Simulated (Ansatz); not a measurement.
Basis sets compared for the cluster ZnCu3 (the lowest doublet isomer of a short search). The state is a doublet with charge 0. Geometry B3LYP-D4/def2-SVP. Ansatz on 4 threads of Intel Xeon on a shared host; times are rough, and most runs start from earlier orbitals.

Cartesian coordinates in Å:
```
Cu -0.7795 0.8624 -0.3988
Cu 0.8018 -0.8240 0.4341
Cu 0.7849 1.3653 1.2744
Zn -0.8071 -1.4037 -1.3096
```

The 6-31G sets use Cartesian d functions. The structure comes from a short search, and lower isomers may exist.

Binding counts from free atoms (Cu doublet, Zn singlet) in the same basis, without a counterpoise term.

```json
{"level": "HF/6-31G", "functions": "116", "energy (Eh)": "-6693.3322", "HOMO (eV)": "-5.04", "LUMO (eV)": "0.53", "binding per atom (eV)": "1.01", "wall time": "4.5 s"}
{"level": "HF/def2-TZVP", "functions": "183", "energy (Eh)": "-6694.5875", "HOMO (eV)": "-5.27", "LUMO (eV)": "0.47", "binding per atom (eV)": "0.08", "wall time": "10 s"}
{"level": "PBE-D4/def2-SVP", "functions": "124", "energy (Eh)": "-6699.0101", "HOMO (eV)": "-3.70", "LUMO (eV)": "-3.13", "binding per atom (eV)": "1.57", "wall time": "3.1 s"}
{"level": "PBE-D4/def2-TZVP (with forces)", "functions": "183", "energy (Eh)": "-6700.0378", "HOMO (eV)": "-4.04", "LUMO (eV)": "-3.47", "binding per atom (eV)": "1.19", "wall time": "7 s"}
{"level": "r2SCAN-D4/def2-TZVP", "functions": "183", "energy (Eh)": "-6700.9573", "HOMO (eV)": "-4.23", "LUMO (eV)": "-3.16", "binding per atom (eV)": "1.22", "wall time": "11 s"}
{"level": "PBE0-D4/def2-SVP", "functions": "124", "energy (Eh)": "-6699.0308", "HOMO (eV)": "-4.14", "LUMO (eV)": "-2.22", "binding per atom (eV)": "1.24", "wall time": "5 s"}
{"level": "PBE0-D4/def2-TZVP (with forces)", "functions": "183", "energy (Eh)": "-6700.0204", "HOMO (eV)": "-4.44", "LUMO (eV)": "-2.48", "binding per atom (eV)": "0.98", "wall time": "15 s"}
```

(1) Estimate the rows for PBE-D4/def2-TZVPD, r2SCAN-D4/def2-TZVPD, PBE0-D4/def2-TZVPD.

## Answers

(1) 
| level | functions | energy (Eh) | HOMO (eV) | LUMO (eV) | binding per atom (eV) | wall time |
| --- | --- | --- | --- | --- | --- | --- |
| PBE-D4/def2-TZVPD | 195 | -6700.0385 | -4.06 | -3.49 | 1.19 | 4.2 s |
| r2SCAN-D4/def2-TZVPD | 195 | -6700.9577 | -4.23 | -3.17 | 1.22 | 13 s |
| PBE0-D4/def2-TZVPD | 195 | -6700.0208 | -4.45 | -2.50 | 0.98 | 9.5 s |
